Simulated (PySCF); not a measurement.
Computed Raman spectrum (relative Raman activity) of a molecule C₂H₈GeO. Coordinates come from a B3LYP-D3(BJ)/def2-SVP optimisation. Other conformers were not sampled. Computed with B3LYP-D3(BJ)/def2-SVP run with PySCF. Frequencies are harmonic and unscaled.

```csv
ν (cm⁻¹),relative intensity
575,9.8
607,4.2
676,2.9
843,4.0
1431,9.5
1437,8.6
2136,61
3034,100
3126,59
3140,70
3844,34
```

**Question.** Which molecule gave these data?
A) OC[CH2][GeH3]
B) [CH3][GeH]([CH3])[OH]
C) C[C@@H](O)[GeH3]
D) CC[O][GeH3]

**Answer.** B, [CH3][GeH]([CH3])[OH]
